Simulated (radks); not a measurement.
The numbers below are computed, except where a source is named.
Trend from Ni3+ to Pt3+: ionisation energy by Delta-SCF between NIST ground configurations, and size. Level of theory: scalar-relativistic Kohn-Sham, LDA (Slater exchange, Perdew-Wang correlation), spin-polarised, spherical densities, point nucleus; open shells are filled with parallel spins first (spin-orbit coupling, left out, can overturn this in heavy ions) (a radial shooting solver on a logarithmic mesh with Libxc functionals).

species	configuration	configuration of the ion	IE (eV)	NIST (eV)	kind	-e(HOMO) (eV)	r at 0.001 e/bohr^3 (bohr)
Ni3+	[Ar] 3d7	[Ar] 3d6	55.496	54.9	semi-emp.	45.502 (3d)	2.67
Pd3+	[Kr] 4d7	[Kr] 4d6	48.026	46	theory	40.635 (4d)	3.12
Pt3+	[Xe] 4f14 5d7	[Xe] 4f14 5d6	44.588	43	theory	37.969 (5d)	3.32

Reference values: NIST Atomic Spectra Database (exp. = measured, semi-emp. = semi-empirical, theory = theoretical value adopted there). Open shells are spherical and high-spin; term and fine-structure splittings are not resolved. Spin-orbit splitting is averaged out at the scalar-relativistic level.
